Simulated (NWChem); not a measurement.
All runs are NWChem calculations. System: C2H2F, charge -1, spin multiplicity 1, at the geometry of a parent with another charge or spin, in a state set for the comparison that need not be this species' ground state. Level: MP2/def2-TZVPD, 3 core orbitals frozen.

The NWChem input:

```
start mol
memory heap 200 mb stack 900 mb global 1100 mb
charge -1
geometry units angstroms nocenter noautoz
  C     -0.883982    -0.911918     0.000000
  C      0.293996    -0.332614     0.000000
  F      0.471383     1.004750     0.000000
  H     -1.949547    -0.700952     0.000000
  H      1.247014    -0.874606     0.000000
  symmetry group Cs
end
basis spherical
  * library def2-tzvpd
end
scf
  rhf
  nopen 0
  maxiter 100
  thresh 1e-7
  semidirect memsize 60000000 filesize 0
end
mp2
  freeze core 3
end
task mp2 energy
```

NWChem printed:

```
             Northwest Computational Chemistry Package (NWChem) 7.3.0
             --------------------------------------------------------

                                NWChem Input Module
                                -------------------

 Scaling coordinates for geometry "geometry" by  1.889725989
 (inverse scale =  0.529177249)

 Turning off AUTOSYM since
 SYMMETRY directive was detected!

                             Geometry "geometry" -> ""
                             -------------------------

 Output coordinates in angstroms (scale by  1.889725989 to convert to a.u.)

  No.       Tag          Charge          X              Y              Z
 ---- ---------------- ---------- -------------- -------------- --------------
    1 C                    6.0000    -0.88398200    -0.91191800     0.00000000
    2 C                    6.0000     0.29399600    -0.33261400     0.00000000
    3 F                    9.0000     0.47138300     1.00475000     0.00000000
    4 H                    1.0000    -1.94954700    -0.70095200     0.00000000
    5 H                    1.0000     1.24701400    -0.87460600     0.00000000

 Effective nuclear repulsion energy (a.u.)      60.6878445719

            Nuclear Dipole moment (a.u.)
            ----------------------------
        X                 Y               Z
 ---------------- ---------------- ----------------
    -0.0000037795     0.0000000000     0.0000000000

      Symmetry information
      --------------------

 Group name             Cs
 Group number              2
 Group order               2
 No. of unique centers     5

      Symmetry unique atoms

     1    2    3    4    5


 Summary of "ao basis" -> "" (spherical)
 ------------------------------------------------------------------------------
       Tag                 Description            Shells   Functions and Types
 ---------------- ------------------------------  ------  ---------------------
 *                         def2-tzvpd                 on all atoms

 Summary of "ao basis" -> "ao basis" (spherical)
 ------------------------------------------------------------------------------
[...]
     1   1 0 0      0.812987      0.000000     -0.000004
     1   0 1 0      1.276820      0.000000      0.000000
     1   0 0 1     -0.000000      0.000000      0.000000

     2   2 0 0    -16.687094      0.000000     44.862359
     2   1 1 0     -3.630256      0.000000     31.384238
     2   1 0 1     -0.000000      0.000000      0.000000
     2   0 2 0    -23.837500      0.000000     57.120357
     2   0 1 1     -0.000000      0.000000      0.000000
     2   0 0 2    -16.499180      0.000000      0.000000

                   NWChem MP2 Semi-direct Energy/Gradient Module
                   ---------------------------------------------

  Basis functions       =    132
  Molecular orbitals    =    132
  Frozen core           =      3
  Frozen virtuals       =      0
  Active alpha occupied =      9
  Active beta occupied  =      9
  Active alpha virtual  =    120
  Active beta virtual   =    120
  Use MO symmetry       = T
  Use skeleton AO sym   = T

  AO/Fock/Back tols     =   1.0D-09  1.0D-09  1.0D-09

 GA uses MA = F    GA memory limited = T

 Available:
  local mem=  1.26D+08
 global mem=  1.44D+08
 local disk=  0.00D+00
  mp2_memr nvloc                   120
  nvloc new                   120
   1 passes of   9:        5242880                      89523                  32123132.
   1 passes of   9: M    126151882           G      144144352           F     120909002.

 Semi-direct pass number   1 of   1  for RHF alpha+beta  at        7.9s
  vrange nnbf                  8740
  mp2_eaftype                   122  avail_ma_in_mb                  1099
 EAF : mp2_eaftype filesize         122   16061566.
  mp2_eaf for mointskh                    122
Node 0 wrote     75.5 Mb in      0.2 s     Agg I/O rate:   426.4 Mb/s
 Done moints_semi at       14.1s
  mp2_eaftype                   122  avail_ma_in_mb                   977
 EAF : mp2_eaftype filesize         122   16061566.
  mp2_eaf for kh                   122
 Done maket at       14.5s
 Done multipass loop at       14.5s

          -------------------------------------------
          SCF energy                -176.286082504282
          Correlation energy          -0.585684027305
          Singlet pairs               -0.363687550136
          Triplet pairs               -0.221996477169
          Total MP2 energy          -176.871766531587
          -------------------------------------------

          ---------------------------------------------------
                    Spin Component Scaled (SCS) MP2
          Same spin pairs                     -0.147997651446
          Same spin scaling factor             0.333333333333
          Opposite spin pairs                 -0.437686375859
          Opposite spin scaling fact.          1.200000000000
          SCS-MP2 correlation energy          -0.574556201513
          Total SCS-MP2 energy              -176.860638705794
          ---------------------------------------------------

 -----------------------
 Performance information
 -----------------------

 Timer overhead =  1.06D-07 seconds/call

               Nr. of calls         CPU time (s)                 Wall time (s)                GFlops
             ---------------    -------------------     ------------------------------   -------------------
Name         Min   Avg   Max    Min     Avg     Max     Min     Avg     Max   Mx/calls   Min     Max     Sum
mp2: moin     1     1     1    6.2     6.2     6.2      6.2     6.2     6.2     6.2      0.0     0.0     0.0
mp2: make     1     1     1   0.34    0.34    0.34     0.34    0.34    0.34    0.34      0.0     0.0     0.0
mp2: tota     1     1     1    6.6     6.6     6.6      6.6     6.6     6.6     6.6      0.0     0.0     0.0

 The average no. of pstat calls per process was 3.00D+00
 with a timing overhead of 3.18D-07s

 Task  times  cpu:       14.4s     wall:       14.4s

 Total times  cpu:       14.5s     wall:       14.5s
```
